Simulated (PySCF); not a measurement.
# Telling isomers of CH13NSi4 apart by NMR

Computed data (PySCF 2.14.0 with density-fitted response routines): coordinates at the GFN2-xTB level, PBE0/pcSseg-1 with gauge-including orbitals. A single conformation, one averaged value for each set of equivalent atoms, no solvent model, non-relativistic.

Shifts are taken against calculated references (same method and geometry level): ¹H, ¹³C vs TMS. Where no couplings were computed, multiplicities follow the n + 1 count of equivalent neighbours, and m marks all less simple cases (inequivalent or close neighbours, rings, F or P nearby). Shifts are as computed. Against solution values, carbons near 30 ppm lie about +3 ppm off and those near 130 ppm about +5 ppm. Of 1309 compounds with measured shifts, 239 miss one by over three times the rms of a fit or turn the order of signals round; such compounds aren't used in these exercises. OH and NH positions are gas-phase values without hydrogen bonding to other molecules.

(1) Tabulate the signals of `C[SiH2][SiH2]N([SiH3])[SiH3]`, `CN[Si]([SiH3])([SiH3])[SiH3]` and their relative energies.

(2) What is the quickest way to tell C[SiH2][SiH2]N([SiH3])[SiH3] from CN[Si]([SiH3])([SiH3])[SiH3]?

Results:

(1) 
```json
{"SMILES": "C[SiH2][SiH2]N([SiH3])[SiH3]", "carbon types": "1×CH3", "δC": "-9.3", "δH": "5.10 (t, 2H), 4.75 (s, 6H), 3.91 (m, 2H), 0.24 (t, 3H)", "E rel. (kcal/mol)": "0.0"}
{"SMILES": "CN[Si]([SiH3])([SiH3])[SiH3]", "carbon types": "1×CH3", "δC": "36.2", "δH": "3.56 (s, 9H), 2.75 (s, 3H), -0.90 (br s, 1H)", "E rel. (kcal/mol)": "31.4"}
```

Energies are electronic energies at PBE0/pcSseg-1 on these geometries, without zero-point or thermal terms, each for the one conformer computed, which needn't be the lowest.

(2) Both give the same number of carbon signals, with the same numbers of each carbon type, so the positions decide. The first has a methyl carbon bonded to Si (CH3) at -9.3 ppm, the second a methyl carbon bonded to N (CH3) at 36.2 ppm. In the proton spectra the most deshielded non-exchanging signals are 5.10 (t, 2H) and 3.56 (s, 9H).
